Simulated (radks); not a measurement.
Question: Bi+, configuration [Hg] 6p2. All-electron calculation, scalar-relativistic Kohn-Sham, Slater X-alpha with alpha = 0.606, spin-unpolarised, spherical densities, finite nucleus; Fermi nuclear charge, rms radius 5.5211 fm. Program: a radial shooting solver on a logarithmic mesh with Libxc functionals. Some entries of the table are withheld. Estimate them.

orbital  occ.  eigenvalue (hartree)  r(max) (bohr)  <r> (bohr)
1s          2                   (1)       0.009674     0.01581
2s          2             -597.1790        0.05627     0.06657
2p          6             -511.1986        0.04695         (2)
3s          2             -144.1582         0.1587      0.1719
3p          6             -119.5923         0.1591      0.1740
3d         10             -94.80155         0.1295      0.1577
4s          2                   (3)         0.3564      0.3779
4p          6             -25.09722         0.3766      0.4035
4d         10             -15.87818         0.3822      0.4237
5s          2              -5.96967         0.7714      0.8323
4f         14              -5.72574         0.3423      0.4429
5p          6                   (4)            (5)      0.9508
5d         10              -1.19281          1.039       1.244
6s          2              -0.74994          1.868       2.149
6p          2                   (6)          2.403       2.875

Answer: 
(1) 1s eigenvalue (hartree): -3324.736
(2) 2p <r> (bohr): 0.06060
(3) 4s eigenvalue (hartree): -33.14552
(4) 5p eigenvalue (hartree): -3.70361
(5) 5p r(max) (bohr): 0.8614
(6) 6p eigenvalue (hartree): -0.37022
